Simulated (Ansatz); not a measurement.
Species: SF$_{2}$, charge 0, triplet. This triplet is an excited state, 2.2 eV above the singlet at CCSD(T)/cc-pV(5+d)Z (Ansatz, an electronic-structure program). SF2 (parent SMILES FSF, triplet).
B3LYP-D3(BJ)/def2-TZVP minimum from Ansatz:
```
S
F 1 1.6781
F 1 1.6781 2 83.11
```
Charge 0, spin multiplicity 3.

Total energies in aug-cc-pV(D+d)Z, 20 correlated electrons, 7 frozen orbitals. Radicals and triplets start from unrestricted determinants; spin-orbit coupling is neglected. Correlated methods leave the cores frozen. No relativity. The UHF reference of F2S (parent SMILES FSF, triplet) is spin-contaminated (<S^2> up to 0.04 over the pure value in the sets run). The spin of F2S (parent SMILES FSF, triplet) was assumed, and the state is the lowest solution found for it.

```
method    program  energy (Eh)  minus CCSDT(Q) (mEh)
--------  -------  -----------  --------------------
HF         Ansatz   -596.30720                585.01
MP2        Ansatz   -596.85598                 36.23
CCSD       Ansatz   -596.87040                 21.80
CCSD(T)    Ansatz   -596.88923                  2.97
CCSDT(Q)   Ansatz   -596.89220                  0.00
```
